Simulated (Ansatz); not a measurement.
Geometry optimisation, RKS CAM-B3LYP-D4/def2-SVP in Ansatz.

Input file:

```yaml
crystal:
  periodic: [false, false, false]
  atoms:
    - { symbol: C, position_ang: [-1.0185, -0.4635, -0.0453] }
    - { symbol: "N", position_ang: [0.2042, -0.3841, 0.6576] }
    - { symbol: B, position_ang: [1.2532, 0.2704, -0.224] }
    - { symbol: F, position_ang: [2.5418, -0.4718, -0.5662] }
    - { symbol: Cl, position_ang: [1.1803, 2.0495, -0.6798] }
    - { symbol: H, position_ang: [-1.4277, 0.6238, -0.2945] }
    - { symbol: H, position_ang: [-0.947, -1.0097, -0.9896] }
    - { symbol: H, position_ang: [0.00467, -1.37979, 0.88206] }
    - { symbol: H, position_ang: [0.0919, 0.2349, 1.5492] }
basis:
  gaussian: { orbitals: def2-SVP }
hamiltonian:
  xc: cam_b3lyp
  dispersion: d4
relax:
  f_tol: 0.02
  max_steps: 50
```

Launched with:

```bash
$ ansatz run input.yaml --threads 2 --pin off --max-ram 3072MiB --backend cpu --events-out ev --progress --plain --runs-dir out
```

Q: Where does it end, and by what steps?

A: The forces met the threshold. After 14 steps the energy has fallen by 4.418 eV; F4 moved furthest, 0.72 Å. Joined: C1–B3 (2.39 → 1.56 Å).

| step | energy less start (eV) | largest force component (eV/Å) | accepted |
| --- | --- | --- | --- |
| 0 | 0.0000 | 4.707 | yes |
| 1 | -1.4204 | 2.784 | yes |
| 2 | -2.0054 | 1.475 | yes |
| 3 | -2.3224 | 1.140 | yes |
| 4 | -2.6606 | 1.941 | yes |
| 5 | -3.3451 | 2.598 | yes |
| 6 | -3.6158 | 4.617 | yes |
| 7 | -4.1845 | 2.904 | yes |
| 8 | -4.3860 | 0.421 | yes |
| 9 | -4.4110 | 0.266 | yes |
| 10 | -4.4162 | 0.096 | yes |
| 11 | -4.4165 | 0.063 | yes |
| 12 | -4.4175 | 0.036 | yes |
| 13 | -4.4177 | 0.025 | yes |
| 14 | -4.4178 | 0.009 | yes |

```xyz
9
Properties=species:S:1:pos:R:3
C -0.552 -0.204 -0.457
N 0.177 -0.344 0.864
B 0.933 0.259 -0.452
F 1.912 -0.556 -0.915
Cl 1.353 2.012 -0.283
H -1.384 0.500 -0.397
H -0.831 -1.179 -0.866
H 0.384 -1.290 1.175
H -0.109 0.271 1.621
```

Time of the run: 41 s on 2 threads of Intel(R) Xeon(R) 6975P-C (Granite Rapids) (shared host), peak memory 0.24 GiB.
